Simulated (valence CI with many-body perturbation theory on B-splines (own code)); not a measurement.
Sensitivity of CI+MBPT for Sm XXIII

Computed by valence CI with perturbative core correlation (CI+MBPT): four valence electrons over a frozen Dirac-Fock core [Kr], a basis of 6 s, 6 p, 5 d, 5 f, 1 g functions for each j, with the one-electron correlation potential Σ1 (screened to all orders), the two-electron term Σ2, the three-electron term Σ3, Breit, model QED; selected single and double excitations, second order for the rest, scaled by the run's own slope (own B-spline code, finite nucleus).

No measured spectrum was set against this ion. As an estimate, terms of the open shell hold to 2 to 4 % of their energy, and close levels can change places. Only levels of the ground parity were solved; by the run's estimate the other parity begins above the list, which can be wrong where configurations are misplaced.

The reference run has the lowest level (4d3/2^4) J=0 and an ionisation energy of 703.440 eV. Its largest variational space holds 9607 state functions.

Levels are named by their leading jj configuration (3d3/2^4 stands for four electrons in 3d with j = 3/2), which in mixed levels can hold well under half, so a name can repeat and another be missing. Letters in brackets count levels of one name in rising energy.

| Level | Reference (cm⁻¹) | Shift (cm⁻¹) |
| --- | --- | --- |
| (4d3/2^3 4d5/2) J=1 | 31061 | +11413 |
| (4d3/2^3 4d5/2) J=2 | 50197 | +15121 |
| (4d3/2^3 4d5/2) J=4 | 59797 | +11858 |
| (4d3/2^3 4d5/2) J=3 | 60473 | +15059 |
| (4d3/2^2 4d5/2^2) J=0 | 86934 | +21538 |
| (4d3/2^2 4d5/2^2) J=4 [a] | 91049 | +22542 |
| (4d3/2^2 4d5/2^2) J=3 [a] | 98516 | +20701 |
| (4d3/2^2 4d5/2^2) J=2 [a] | 99624 | +18828 |
| (4d3/2^2 4d5/2^2) J=5 | 107090 | +22160 |
| (4d3/2^2 4d5/2^2) J=1 | 111202 | +23060 |
| (4d3/2^2 4d5/2^2) J=6 | 114464 | +22486 |
| (4d3/2^2 4d5/2^2) J=4 [b] | 122975 | +22929 |

The ionisation energy moves by +0.119 eV.

(1) Which of these changes was made?
A. factor on the speed of light 1 → 0.9
B. logarithmic knot step 0.27 → 0.2; orbitals per symmetry with explicit Σ2 and valence Breit (the others get mean screening factors) 5 → 4
C. correlating orbitals by l 3 3 3 3 1 → 4 4 3 0 0
D. three-electron term on → off

## Answers

(1) A. factor on the speed of light 1 → 0.9.
